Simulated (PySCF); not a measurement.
From one molecule to another.

First species: C3H9F3OSi2.
Structure used (GFN2-xTB), in Å, numbered top down from 1:
```xyz
18
C3H9F3OSi2 angstrom
F     -2.0919    1.1090   -2.0520
C     -2.7217    0.8589   -0.8836
F     -4.0338    1.0506   -1.1227
F     -2.3496    1.8636   -0.0523
Si    -2.2771   -0.9006   -0.1508
O     -0.6875   -1.0495   -0.1246
C      0.4092   -0.2404    0.2654
C      1.6233   -0.6056   -0.5621
Si     3.1576    0.4210   -0.0980
H     -2.6834   -1.8956   -1.1223
H     -2.9352   -0.8800    1.1527
H      0.5948   -0.4170    1.3298
H      0.1537    0.8142    0.1305
H      1.3771   -0.4628   -1.6150
H      1.8246   -1.6693   -0.4301
H      4.2891   -0.0901   -0.8713
H      2.9233    1.8315   -0.4051
H      3.4188    0.2684    1.3353
```

Second species: C7H13NSi.
InChI=1S/C7H13NSi/c1-6(2)5-8-9-7(3)4/h5H,1,3,9H2,2,4H3/b8-5-

Levels: PBE0/pcSseg-1 for dipole moment, HOMO energy, LUMO energy and HOMO–LUMO gap; GFN2-xTB for rotational constant A and rotational constant C. Geometries: GFN2-xTB. Each structure is a single optimised conformer of the isolated species, non-relativistic unless stated. Electronic properties by PySCF.

The conformers computed, where there is a choice (atom-mapped SMILES and torsion angles):
- `[F:1][C:2]([F:3])([F:4])[SiH2:5][O:6][CH2:7][CH2:8][SiH3:9]`: F1–C2–Si5–O6 51°, C2–Si5–O6–C7 45°, Si5–O6–C7–C8 -151°, O6–C7–C8–Si9 -179°
- `[CH2:1]=[C:2]([CH3:3])/[CH:4]=[N:5]\[SiH2:6][C:7](=[CH2:8])[CH3:9]`: C1–C2–C4–N5 -32°, C4–N5–Si6–C7 99°, N5–Si6–C7–C8 -20°

(1) Which has the higher rotational constant A?

(2) Which of the two has the higher rotational constant C, and by how much?

(3) Which of the two has the higher dipole moment, and by how much?

(4) Which has the higher HOMO energy?

(5) Which has the higher HOMO–LUMO gap?

(6) Which of the two has the higher LUMO energy, and by how much?

Answers

(1) The second: 3.001 GHz against 2.189 GHz, a difference of 0.812 GHz.

(2) The second: 0.640 GHz against 0.427 GHz, a difference of 0.213 GHz.

(3) The first: 2.31 D against 2.06 D, a difference of 0.25 D.

(4) The second: -6.72 eV against -8.59 eV, a difference of 1.87 eV.

(5) The first: 8.75 eV against 5.25 eV, a difference of 3.50 eV.

(6) The first: 0.16 eV against -1.47 eV, a difference of 1.63 eV.

On the first: A dipole of 2.31 D is allowed in C1, and pure rotational transitions are dipole-allowed. In atomic units the dipole is 0.91 e·bohr (1 au = 2.5417 D).

On the second: In atomic units the dipole is 0.81 e·bohr (1 au = 2.5417 D). A dipole of 2.06 D is allowed in C1, and pure rotational transitions are dipole-allowed.
